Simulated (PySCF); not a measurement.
Working with the constants of CaB

PBE0 constants of CaB, ⁴Π (quartet), unpaired electrons σ ↑↑, π ↑, a second solution, started from another occupation (basis Ca 6-311G(d,p), B 6-311G(d,p); no relativity; PySCF 2.14; masses 39.9626 and 11.0093 u):

```
ωe   : 416.0 cm⁻¹
ωexe : 2.21 cm⁻¹
Be   : 0.30843 cm⁻¹
αe   : 0.00235 cm⁻¹
```

(1) What force constant and bond length do these constants imply?

(2) Estimate the centrifugal constant D from the Kratzer relation and find the Dunham coefficient a1.

## Answers

(1) Reduced mass μred = 8.6314 u; k = 5.8918×10⁻⁷·μred·ωe² (u, cm⁻¹, mdyn/Å) = 0.880 mdyn/Å; Re = √(16.8576/(μred·Be)) (u, cm⁻¹, Å) = 2.516 Å.

(2) D = 4Be³/ωe² = 6.78e-07 cm⁻¹; a1 = −1 − αeωe/(6Be²) = -2.71.
